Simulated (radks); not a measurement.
Values are calculated unless marked as measured or tabulated.
Nb II, 40 electrons, occupied as [Kr] 4d4 (the NIST ground configuration).

Level of theory: scalar-relativistic Kohn-Sham, r2SCAN, spin-polarised, spherical densities, finite nucleus; open shells are filled with parallel spins first (spin-orbit coupling, left out, can overturn this in heavy ions); meta-GGA in the generalised Kohn-Sham scheme; Fermi nuclear charge, rms radius 4.324 fm (a radial shooting solver on a logarithmic mesh with Libxc functionals).

Energy parts (hartree):
| part | energy |
|---|---|
| total | -3820.00512 |
| kinetic | 3933.27390 |
| electron-nucleus | -9194.17095 |
| Hartree | 1560.02848 |
| exchange-correlation | -119.13655 |

Orbitals (lengths in bohr, moments of r in powers of bohr):
orbital,occ.,eigenvalue (hartree),<r^2>,<1/r>
1s up,1,-692.9601,0.001758,42.39
1s down,1,-692.9615,0.001758,42.39
2s up,1,-97.55070,0.02941,9.542
2s down,1,-97.53264,0.02941,9.543
2p up,3,-87.03348,0.02319,9.272
2p down,3,-87.02083,0.02319,9.273
3s up,1,-16.64669,0.2240,3.263
3s down,1,-16.64094,0.2240,3.261
3p up,3,-13.17522,0.2307,3.095
3p down,3,-13.16781,0.2307,3.094
3d up,5,-7.52107,0.2262,2.853
3d down,5,-7.50663,0.2260,2.852
4s up,1,-2.46633,1.556,1.155
4s down,1,-2.37505,1.524,1.170
4p up,3,-1.57346,1.987,1.014
4p down,3,-1.46495,1.926,1.033
4d up,4,-0.37454,4.920,0.6652

The highest occupied level is 4d up at -10.192 eV. The electron density at the nucleus is 8.401e+04 e/bohr^3 (large components only). The density falls to 0.001 e/bohr^3 at r = 4.01 bohr. Spin moment in Bohr magnetons: 4. The spin density at the nucleus is -3.731 e/bohr^3 (1s 0.040, 2s -0.928, 3s 0.802, 4s -3.646). Summed over all electrons, <r^2> = 38.79 bohr^2, which gives a Langevin (diamagnetic) susceptibility term of -30.7 x 10^-6 cm^3/mol. For comparison, the ionisation energy in NIST's Atomic Spectra Database is 14.320 eV (semi-empirical). In exact Kohn-Sham theory the highest level is minus the ionisation energy, but local and semilocal functionals leave it too shallow, through self-interaction and a potential that decays too fast; potentials with the right tail come closer.
